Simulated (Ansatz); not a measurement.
Ansatz (an electronic-structure program) input (revPBE/def2-TZVPD):

Ansatz 0.2 input:
```yaml
crystal:
  periodic: [false, false, false]
  atoms:
    - {symbol: B, position_ang: [0.78637393, -0.99326566, 0.99886838]}
    - {symbol: F, position_ang: [2.06679956, -1.12882836, 0.85490990]}
    - {symbol: I, position_ang: [-0.42515218, 0.28539214, -0.23940625]}
basis:
  gaussian:
    orbitals: def2-TZVPD
hamiltonian:
  xc: {name: revPBE}
magnetization: {spin_polarized: true, initial_magnetization: 1}
output: {forces: true}
```

End of the output:

```
776 factors; their error is unknown
mean field: 0.46 GiB planned
mean field evaluation 1: about -11493.8881 eV, gradient 2.3e1 eV
mean field evaluation 2: about -11486.8206 eV, gradient 5.0e1 eV
mean field evaluation 4: about -11495.7381 eV, gradient 4.1e0 eV
mean field evaluation 8: about -11495.8105 eV, gradient 1.2e-1 eV
mean field evaluation 16: about -11495.8105 eV, gradient 4.5e-5 eV
mean field -11495.81051562 eV, -422.4632443088 hartree, gradient 4.5e-5 eV, S^2 0.754089; 0 other end points of the search recorded, 0 dependent functions left out
the calculation of the forces begins
reference -11495.81057889 eV, -422.4632466340 hartree; 20, 19 occupied and 116, 117 virtual orbitals, 776 factors
Total energy: -11495.81057889 eV, -422.4632466340 hartree
Atom 0 at     0.786374    -0.993266     0.998868 Å, force    -0.704115     0.049998     0.108495 eV/Å
Atom 1 at     2.066800    -1.128828     0.854910 Å, force     0.778137    -0.104621    -0.060917 eV/Å
Atom 2 at    -0.425152     0.285392    -0.239406 Å, force    -0.074022     0.054623    -0.047577 eV/Å
Dipole moment:     0.007584     0.019696    -0.025345 e Å
```

It need not be the lowest isomer of its formula.
